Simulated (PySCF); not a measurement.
Mg(F)2 anion (F₂Mg), SMILES [F][Mg][F] (connectivity only; charge and spin as stated), charge -1, multiplicity 2.

Geometry optimised at r2SCAN-D4/def2-TZVPD. A frequency run showed that this geometry is not a minimum. The spin state was assumed, not searched. The isomer is the one that the SMILES or the coordinates give; other isomers of the formula were not compared.

All values below come from C-PCM-PBE0/def2-SVPD run with PySCF 2.14.0.

The values are the electrostatic part of the solvation free energy, E(continuum) − E(gas) at the gas-phase geometry, in a cavity of scaled van der Waals radii (PySCF's table); cavitation and dispersion terms are not included. A continuum can't describe solvent molecules that bind to the metal.

Computed values in water (ε = 78.36), dichloromethane (ε = 8.93), cyclohexanone (ε = 15.62):
```
solvent              ε  ΔG(elec) (kcal/mol)
---------------  -----  -------------------
water            78.36                -57.1
dichloromethane   8.93                -51.1
cyclohexanone    15.62                -54.0
```
